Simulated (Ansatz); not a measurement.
[MNF4] with several metals: PBE-D4/def2-TZVPD single points in Ansatz on relaxed structures, gas phase. Core potentials for Re, Ru, Tc, no spin–orbit coupling. Singlets are spin-restricted. A dash marks a value that wasn't run or was left out as unsound. The structures are stationary points that may keep the symmetry of their start. Remarks come from the PBE and PBE0 runs and from stability tests at other levels; not every state was tested. A HOMO above zero means that the electron is unbound at that level and held by the basis, or that self-interaction error raises the level; the energy of removing that electron tells which.

```json
{"species": "[TcNF4]2- (TcNF4²⁻)", "atoms": "6", "state": "singlet", "geometry": "r2SCAN-D4/def2-SVPD", "HOMO (eV)": "6.26", "vertical IE (eV)": "–", "lowest of the spins relaxed": "–", "point group (within 0.1 Å)": "C4v", "remarks": "HOMO above zero at PBE or PBE0, HOMO above zero (triplet)"}
{"species": "[ReNF4]2- (ReNF4²⁻)", "atoms": "6", "state": "singlet", "geometry": "PBE0-D4/def2-SVPD", "HOMO (eV)": "6.78", "vertical IE (eV)": "-3.53", "lowest of the spins relaxed": "–", "point group (within 0.1 Å)": "C4v", "remarks": "HOMO above zero at PBE or PBE0, HOMO above zero (triplet)"}
{"species": "[MnNF4]2- (MnNF4²⁻)", "atoms": "6", "state": "singlet", "geometry": "PBE0-D4/def2-SVPD", "HOMO (eV)": "6.04", "vertical IE (eV)": "-2.63", "lowest of the spins relaxed": "–", "point group (within 0.1 Å)": "C4v", "remarks": "triplet 0.62 eV lower at PBE0-D4/def2-TZVPD (not tabulated), HOMO above zero at PBE or PBE0, restricted SCF unstable, spin-contaminated (⟨S²⟩ up to 1.14) (-1 doublet), HOMO above zero (triplet), spin-contaminated (⟨S²⟩ up to 3.47) (triplet)"}
{"species": "[RuNF4]- (RuNF4⁻)", "atoms": "6", "state": "singlet", "geometry": "r2SCAN-D4/def2-SVPD", "HOMO (eV)": "-0.84", "vertical IE (eV)": "4.30", "lowest of the spins relaxed": "singlet, of singlet/triplet", "point group (within 0.1 Å)": "C4v", "remarks": "HOMO above zero (triplet)"}
{"species": "[FeNF4]- (FeNF4⁻)", "atoms": "6", "state": "singlet", "geometry": "B3LYP-D4/def2-SVPD", "HOMO (eV)": "-1.36", "vertical IE (eV)": "4.88", "lowest of the spins relaxed": "–", "point group (within 0.1 Å)": "C4v", "remarks": "restricted SCF unstable, spin-contaminated (⟨S²⟩ up to 1.44) (neutral doublet), spin-contaminated (⟨S²⟩ up to 2.63) (triplet)"}
```

The vertical IE (eV) runs from -3.53 ([ReNF4]2-) to 4.88 ([FeNF4]-).
